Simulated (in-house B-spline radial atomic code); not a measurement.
Ionisation energies along the 45-electron series, configuration [Kr] 4d9, as differences of self-consistent energies. Dirac energy differences include first-order Breit, QED and recoil terms. NIST's values go from ground level to ground level; the uncertainty of those that are theory runs from under 0.1 % in few-electron ions to several per cent in heavy many-electron ones. Computed with a B-spline radial code for spherical atoms: Dirac-Hartree-Fock, average of the configuration, finite nuclei.

| ion | configuration after | ionisation energy (eV) | IE/(q+1)² (eV) | Breit and QED recoil part (eV) | tabulated value (eV) | tabulated kind | computed minus tabulated (eV) |
| --- | --- | --- | --- | --- | --- | --- | --- |
| Ir32+ | [Kr] 4d8 | 1392.7 | 1.2789 | -0.72421 | 1381 | tabulated theory | 11.7 |
| Pt33+ | [Kr] 4d8 | 1465.6 | 1.2678 | -0.78361 | 1454 | tabulated theory | 11.6 |
| Au34+ | [Kr] 4d8 | 1540.2 | 1.2573 | -0.84594 | 1527 | tabulated theory | 13.2 |
| Hg35+ | [Kr] 4d8 | 1616.6 | 1.2474 | -0.91126 | 1603 | tabulated theory | 13.6 |
| Tl36+ | [Kr] 4d8 | 1694.8 | 1.238 | -0.97967 | 1681 | tabulated theory | 13.8 |
| Pb37+ | [Kr] 4d8 | 1774.7 | 1.229 | -1.0512 | 1760 | tabulated theory | 14.7 |

Where a p, d or f electron is removed, the computed value is a mean over both j, so it misses the tabulated one by a part of the spin-orbit splitting; averaging over terms and missing correlation add to the gap, relatively most at low charge.
